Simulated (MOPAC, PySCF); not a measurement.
C$_{3}$H$_{3}$F, SMILES `C=C=CF`, neutral singlet in the gas phase. 

Cartesian coordinates (Å):
```xyz
7

C     -1.2784     0.4647    -0.3338
C     -0.0309     0.2420    -0.0101
C      1.2096    -0.0253     0.3078
F      2.0970     0.9447     0.6690
H     -1.5752     0.6703    -1.3668
H     -2.0740     0.4605     0.4175
H      1.6519    -1.0225     0.3163
```
Charge 0, multiplicity 1.

All levels are single points at this geometry (PBE-D3(BJ)/def2-TZVP); Pople sets use spherical d functions. Orbital energies aren't observables, and empty levels follow the basis.

| level | HOMO (eV) | LUMO (eV) | gap (eV) | dipole (D) | vertical IE, Delta-SCF (eV) |
|---|---|---|---|---|---|
| PBE-D3(BJ)/def2-TZVP in PySCF | -6.24 | -1.79 | 4.46 | 1.67 | 9.76 |
| B3LYP/3-21G in PySCF | -6.88 | -0.37 | 6.51 | 1.65 | – |
| B3LYP/6-31G* in PySCF | -6.90 | -0.42 | 6.48 | 1.63 | 9.64 |
| BP86/6-31G* in PySCF | -5.93 | -1.36 | 4.56 | 1.47 | – |
| M06-2X/6-31G* in PySCF | -8.49 | 0.72 | 9.21 | 1.74 | – |
| PBE/6-31G* in PySCF | -5.81 | -1.26 | 4.55 | 1.45 | 9.49 |
| SVWN5/6-31G* in PySCF | -5.94 | -1.48 | 4.46 | 1.53 | 9.71 |
| HF/6-31G* in PySCF | -10.15 | 3.89 | 14.04 | 2.05 | – |
| HF/STO-3G in PySCF | -8.04 | 7.78 | 15.83 | 1.12 | – |
| AM1 in MOPAC | -9.92 | 0.80 | 10.72 | 1.68 | – |
| PM3 in MOPAC | -10.17 | 0.54 | 10.71 | 1.77 | – |
| PM6 in MOPAC | -10.34 | 0.41 | 10.75 | 1.74 | – |
| PM7 in MOPAC | -10.39 | 0.26 | 10.65 | 1.90 | – |
